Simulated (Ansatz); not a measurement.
The same molecule with X = Ti, Zr, Hf. Ansatz, PBE0-D4/def2-TZVP geometries, multiplicity 1.

Elements past krypton have def2 core potentials. Scalar relativity is left out up to krypton.

```csv
X,molecule,mean X–Br bond length / Å,HOMO–LUMO gap (PBE0/def2-TZVPP) / eV,HOMO–LUMO gap (PBE/def2-TZVPP) / eV,HOMO energy (B3LYP/def2-TZVPP) / eV
Ti,`[Br][Ti]([Br])([Br])[Br]`,2.314,5.05,3.07,-8.50
Zr,`[Br][Zr]([Br])([Br])[Br]`,2.466,6.06,4.12,-8.63
```

Q: Give the row for X = Hf, `[Br][Hf]([Br])([Br])[Br]`. (Best estimate.)

A: Computed: 
| X | molecule | mean X–Br bond length / Å | HOMO–LUMO gap (PBE0/def2-TZVPP) / eV | HOMO–LUMO gap (PBE/def2-TZVPP) / eV | HOMO energy (B3LYP/def2-TZVPP) / eV |
| --- | --- | --- | --- | --- | --- |
| Hf | `[Br][Hf]([Br])([Br])[Br]` | 2.468 | 6.53 | 4.54 | -8.62 |

From Ti to Hf the mean X–Br bond length rises at each step, by 0.154 Å in all; the HOMO–LUMO gap (PBE0/def2-TZVPP) rises at each step, by 1.48 eV in all; the HOMO–LUMO gap (PBE/def2-TZVPP) rises at each step, by 1.47 eV in all; the HOMO energy (B3LYP/def2-TZVPP) isn't monotonic: highest at Ti, lowest at Zr.

B3LYP here is the variant with VWN-RPA as its local correlation; programs differ in this.

Spin–orbit coupling is left out; it splits and shifts lone-pair levels of the heavy atoms by tenths of an eV.
